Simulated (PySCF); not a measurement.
Compound: BGe2H8N.
InChI=1S/BGe2H8N/c1-4(2)3/h1H2,2-3H3

The calculation used PBE0-D3(BJ)/def2-SVP geometry optimisation, gas phase (PySCF).

Take the most abundant isotopes and a rigid rotor. 

(1) Give the principal moments of inertia and the rotational constants in MHz.

(2) What kind of rotor is it?

(3) Is it planar, by Δ = Ic − Ia − Ib?

(4) Give the other two planar moments, Paa and Pbb, and the rms extents of the mass along the axes.

(5) Predict some low-J microwave lines.

Results:

(1) Ia = 91.64, Ib = 419.13, Ic = 497.98 u·Å²; 505379 MHz·u·Å²/I gives A = 5515, B = 1206, C = 1015 MHz.

(2) A near-prolate asymmetric top; Ray's κ = -0.915.

(3) Not planar: Δ = Ic − Ia − Ib = -12.78 u·Å². For a rigid frame Δ = −2 Σ m c², so Σ m c² = 6.39 u·Å² lies off the ab plane, practically all of it from hydrogen. The atom farthest from that plane is 1.27 Å away.

(4) Paa = Σ m a² = (Ib + Ic − Ia)/2 = 412.73 and Pbb = Σ m b² = (Ia + Ic − Ib)/2 = 85.25 u·Å². With the mass M = 180.92 u, the rms extents √(P/M) along a, b and c are 1.51, 0.69, 0.19 Å.

(5) The dipole components are |μa| = 0.04 D, |μb| = 1.55 D, |μc| = 0.00 D. Intensities carry the squares of the components, which stand as 0.00 : 1.00 : 0.00 (a : b : c). Some lines, for components of 0.1 D or more:

```json
{"type": "b", "branch": "R", "J(Ka,Kc)": "3(0,3) ← 2(1,2)", "MHz": "2513", "lower level (cm⁻¹)": "0.360"}
{"type": "b", "branch": "Q", "J(Ka,Kc)": "2(1,1) ← 2(0,2)", "MHz": "4697", "lower level (cm⁻¹)": "0.222"}
{"type": "b", "branch": "R", "J(Ka,Kc)": "1(1,1) ← 0(0,0)", "MHz": "6530", "lower level (cm⁻¹)": "0.000"}
{"type": "b", "branch": "R", "J(Ka,Kc)": "2(1,2) ← 1(0,1)", "MHz": "8559", "lower level (cm⁻¹)": "0.074"}
{"type": "b", "branch": "R", "J(Ka,Kc)": "3(1,3) ← 2(0,2)", "MHz": "10496", "lower level (cm⁻¹)": "0.222"}
{"type": "b", "branch": "Q", "J(Ka,Kc)": "3(2,1) ← 3(1,2)", "MHz": "12675", "lower level (cm⁻¹)": "0.610"}
{"type": "b", "branch": "Q", "J(Ka,Kc)": "2(2,0) ← 2(1,1)", "MHz": "12933", "lower level (cm⁻¹)": "0.379"}
{"type": "b", "branch": "Q", "J(Ka,Kc)": "2(2,1) ← 2(1,2)", "MHz": "13500", "lower level (cm⁻¹)": "0.360"}
{"type": "b", "branch": "Q", "J(Ka,Kc)": "3(2,2) ← 3(1,3)", "MHz": "13790", "lower level (cm⁻¹)": "0.572"}
{"type": "b", "branch": "R", "J(Ka,Kc)": "2(2,1) ← 1(1,0)", "MHz": "17559", "lower level (cm⁻¹)": "0.224"}
{"type": "b", "branch": "R", "J(Ka,Kc)": "3(2,1) ← 2(1,2)", "MHz": "20192", "lower level (cm⁻¹)": "0.360"}
{"type": "b", "branch": "Q", "J(Ka,Kc)": "3(3,0) ← 3(2,1)", "MHz": "21995", "lower level (cm⁻¹)": "1.033"}
{"type": "b", "branch": "R", "J(Ka,Kc)": "3(3,1) ← 2(2,0)", "MHz": "28681", "lower level (cm⁻¹)": "0.810"}
{"type": "b", "branch": "R", "J(Ka,Kc)": "3(3,0) ← 2(2,1)", "MHz": "28688", "lower level (cm⁻¹)": "0.810"}
```

Whether it is a minimum is left open (no frequencies). These are rigid-rotor constants of the computed structure; measured ground-state constants (B0) also hold zero-point vibration. A rigid rotor knows nothing of internal rotation, which can split or shift real lines. Quadrupole hyperfine structure (11B, 14N) is left out.
